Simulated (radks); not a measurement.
Results of a calculation; reference values are marked as such.
Removal energies from the scandium ion Sc9+, [Ne] 3s2, by Delta-SCF beside the eigenvalue of the level emptied. Level of theory: scalar-relativistic Kohn-Sham, LDA (Slater exchange, Perdew-Wang correlation), spin-polarised, spherical densities, finite nucleus; Fermi nuclear charge, rms radius of each element as measured or else 0.836 A^(1/3) + 0.57 fm (a radial shooting solver on a logarithmic mesh with Libxc functionals). Open shells are filled with parallel spins first.

3s: final configuration [Ne] 3s1; Delta-SCF (eV) 225.34; -eigenvalue (eV) 214.80
2p: final configuration [He] 2s2 2p5 3s2; Delta-SCF (eV) 619.25; -eigenvalue (eV) 585.91
2s: final configuration [He] 2s1 2p6 3s2; Delta-SCF (eV) 698.79; -eigenvalue (eV) 669.01
1s: final configuration 1s1 2s2 2p6 3s2; Delta-SCF (eV) 4707.1; -eigenvalue (eV) 4594.3
